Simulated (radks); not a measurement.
Results of a calculation; reference values are marked as such.
Neutral chromium inside a hard spherical wall (all orbitals vanish at R), configuration held at [Ar] 3d5 4s1 and not refilled when levels cross. Code: a radial shooting solver on a logarithmic mesh with Libxc functionals. Model: non-relativistic Kohn-Sham, PBE, spin-polarised, spherical densities, point nucleus; open shells are filled with parallel spins first. Eigenvalues in eV for spin up, with the zero of energy where the potential of the charges vanishes at infinity; a dash marks a level that is unbound or too diffuse for the functional's potential to be trusted. A positive occupied level is held by the wall or, in an anion where self-interaction has pushed it up, behind a barrier. The pressure on the wall is -dE/dV.

R (bohr)  E (hartree)  kinetic (hartree)    e(3s)    e(3p)   e(4s)   e(3d)  e(4p, empty)  e(5s, empty)  pressure (GPa)
free      -1044.23090           1043.363  -73.315  -45.918  -4.363  -3.814        -1.214             -               0
15        -1044.23090           1043.363  -73.315  -45.917  -4.363  -3.813        -1.206         0.233        < 0.0001
10        -1044.23039           1043.367  -73.268  -45.871  -4.324  -3.770        -1.028         1.866          0.0127
8         -1044.22673           1043.392  -73.065  -45.668  -4.138  -3.581        -0.562         4.563           0.159
7         -1044.21911           1043.435  -72.763  -45.368  -3.834  -3.302         0.033         7.417           0.586
6         -1044.19724           1043.540  -72.112  -44.725  -3.110  -2.707         1.252        12.574            2.32
4         -1043.91199           1044.591  -67.512  -40.236   3.805   1.631        10.769        45.181            57.2
3.5       -1043.62863           1045.528  -64.577  -37.391   9.675   4.599        18.109        67.219             152
3         -1043.01957           1047.506  -59.894  -32.819  21.156   9.680        31.735        105.17             468
2         -1037.11810           1066.675  -34.137   -6.125  106.72  40.884        123.18        327.21            8930
1.5       -1020.63572           1114.276   15.453   46.500  282.70  97.590        296.74        708.45           65700
